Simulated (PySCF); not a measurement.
C₅H₈NO, SMILES CN1[CH]CCC1=O, multiplicity 2. Geometry: PBE-D3(BJ)/def2-SVP. The isomer is the one that the SMILES or the coordinates give; other isomers of the formula were not compared. One conformer was computed; it need not be the lowest.

Computed equilibrium geometry at PBE-D3(BJ)/def2-SVP (PySCF confirms it by a frequency run) as bond lengths and angles (one conformer of several):
Atoms: C1 N2 C3 C4 C5 C6 O7 H8 H9 H10 H11 H12 H13 H14 H15. Bond lengths (Å): C1–N2 1.445, C1–H8 1.110, C1–H9 1.107, C1–H10 1.110, N2–C3 1.387, N2–C6 1.400, C3–C4 1.503, C3–H11 1.098, C4–C5 1.543, C4–H12 1.110, C4–H13 1.118, C5–C6 1.530, C5–H14 1.106, C5–H15 1.111, C6–O7 1.224. Bond angles (°): N2–C1–H8 111.0, N2–C1–H9 107.2, N2–C1–H10 110.9, H8–C1–H9 109.5, H8–C1–H10 108.6, H9–C1–H10 109.6, C1–N2–C3 125.0, C1–N2–C6 121.5, C3–N2–C6 113.4, N2–C3–C4 108.8, N2–C3–H11 119.5, C4–C3–H11 126.6, C3–C4–C5 103.3, C3–C4–H12 112.9, C3–C4–H13 111.1, C5–C4–H12 113.2, C5–C4–H13 110.6, H12–C4–H13 105.9, C4–C5–C6 105.4, C4–C5–H14 114.8, C4–C5–H15 112.2, C6–C5–H14 110.3, C6–C5–H15 107.2, H14–C5–H15 106.7, N2–C6–C5 106.3, N2–C6–O7 125.0, C5–C6–O7 128.7.
Charge 0, spin multiplicity 2.
